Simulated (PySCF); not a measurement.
## Ionising BiCl

PBE0; Bi cc-pVDZ-PP with ECP60, Cl cc-pV(D+d)Z; scalar-relativistic core potentials (PySCF 2.14). Neutral (UKS): triplet (π ↑↑), Re = 2.468 Å, ωe = 332 cm⁻¹, De = 2.90 eV, HOMO -6.22 eV, LUMO -2.93 eV.

BiCl⁺ (UKS): doublet (π ↑), Re = 2.362 Å, ωe = 398 cm⁻¹. The energies at the minima are -674.71043 hartree for BiCl and -674.40078 for BiCl⁺.

Q: Work out the adiabatic ionisation energy, without and with harmonic zero-point energies (1 hartree = 27.2114 eV, 1 eV = 8065.5 cm⁻¹), and the change of the bond length.

A: At PBE0: 0.30965 hartree = 8.426 eV between the minima; the zero-point term (398.0 − 332.0)/2 cm⁻¹ = +0.004 eV makes it 8.430 eV. Re changes by -10.6 pm against the neutral. The electron leaves a π orbital; in so polar a molecule the change of length follows mostly from the change of the ionic charges.

Spin–orbit coupling is left out, which matters for elements this heavy, above all for dissociation energies. States were picked by a PBE0 search and need not be the measured ground states.
